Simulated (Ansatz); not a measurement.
Spectroscopic constants of TaB, multiplicity 7 (an upper state: multiplicity 3 came lower at CCSD(T)/def2-TZVPP on PBE0 minima). No spin–orbit coupling.

Seven points along R, fitted to fifth degree in 1/R; most abundant isotopes. Runs in def2 and cc sets follow the lowest solution found near the PBE0 minimum.

The values were computed with Ansatz (a first-principles code).  In def2 rows elements past Kr take small-core potentials, without spin–orbit coupling.

```tsv
level	r_e (Å)	ω_e (cm⁻¹)	α_e (cm⁻¹)	ω_e x_e (cm⁻¹)	dipole (D)
PBE/def2-TZVPP	2.106	642	0.0024	3.2	2.66
PBE0/def2-TZVPP	2.086	673	0.0023	3.1	3.12
wB97X-V/def2-TZVPP	2.076	697	0.0021	3.0	3.75
CCSD/def2-TZVPP	2.088	675	0.0022	3.0	-
CCSD(T)/def2-TZVPP	2.096	664	0.0021	2.5	-
```

Correlated levels freeze the inner cores; with def2 sets outer-core shells near the valence are correlated too.
